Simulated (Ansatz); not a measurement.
Geometry optimisation, Ansatz 0.2.0, RKS PBE-D4/def2-mTZVP.

The input (input.yaml):

```yaml
crystal:
  periodic: [false, false, false]
  atoms:
    - { symbol: Ge, position_ang: [0.0, 0.0, 0.0] }
    - { symbol: F, position_ang: [0.0, 0.0, 2.03] }
    - { symbol: H, position_ang: [1.4616, 0.0, -0.5162] }
    - { symbol: H, position_ang: [-0.73, 1.2648, -0.5162] }
    - { symbol: H, position_ang: [-0.73, -1.2648, -0.5162] }
    - { symbol: S, position_ang: [-2.4199, 0.0, 0.8041] }
    - { symbol: H, position_ang: [-3.1755, -0.8728, 0.0121] }
    - { symbol: H, position_ang: [-1.1972, 0.0, 1.926] }
basis:
  gaussian: { orbitals: def2-mTZVP }
hamiltonian:
  xc: pbe
  dispersion: d4
relax:
  f_tol: 0.15
  max_steps: 25
  restrain:
    - { distance: [0, 5], at: 2.25, k: 30.0 }
    - { distance: [7, 1], at: 0.92, k: 30.0 }
    - { distance: [0, 1], at: 2.88, k: 30.0 }
    - { distance: [7, 5], at: 2.6, k: 30.0 }
```

Command:

```bash
$ ansatz run input.yaml --threads 2 --pin off --max-ram 3072MiB --backend cpu --events-out ev --progress --plain --runs-dir out
```

**Question.** Where does it end, and by what steps?

**Answer.** The forces met the threshold. The restraints hold the end off the free minimum. After 18 steps the energy has fallen by 2.741 eV (the restraints' own energy left out); H3 moved furthest, 1.63 Å. Parted: Ge1–F2, S6–H8. Joined: F2–H8.

```csv
step,energy less start (eV),largest force component (eV/Å),accepted
0,0.0000,2.454,yes
1,-0.1324,1.782,yes
2,-0.0467,2.298,yes
3,-0.5524,2.059,yes
4,-1.3292,1.067,yes
5,-1.8534,0.855,yes
6,-2.2373,0.855,yes
7,-2.4560,0.794,yes
8,-2.5046,0.811,yes
9,-2.5310,0.641,yes
10,-2.5582,0.856,yes
11,-2.5923,1.090,yes
12,-2.6128,1.112,yes
13,-2.6826,0.621,yes
14,-2.7213,0.424,yes
15,-2.7376,0.600,yes
16,-2.6792,1.737,no
17,-2.7407,0.639,no
18,-2.7411,0.582,yes
```

```xyz
8
Properties=species:S:1:pos:R:3
Ge -0.524 -0.110 -0.461
F 0.089 0.702 2.245
H 0.474 -1.065 0.227
H -0.080 1.362 -0.450
H -0.769 -0.586 -1.920
S -2.520 -0.136 0.593
H -2.667 -1.493 0.553
H -0.794 0.454 2.436
```

Time of the run: 30 s on 2 threads of Intel(R) Xeon(R) Platinum 8259CL CPU @ 2.50GHz (Skylake/Cascade Lake), with other jobs on the host, peak memory 0.15 GiB.
